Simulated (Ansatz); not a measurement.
`S=CBS`, charge 0, multiplicity 1.

(1) Give a relaxed structure at PBE0-D4/def2-TZVP (Ansatz). (An estimate is asked.)

Answers

(1) Ansatz gave: 
Cartesian coordinates in Å:
```
S 1.207 -1.302 -1.592
C 0.280 -0.039 -1.195
B -0.360 0.018 0.214
S 0.635 0.483 1.605
H 0.062 0.729 -1.943
H -1.515 -0.249 0.358
H -0.309 0.359 2.552
```
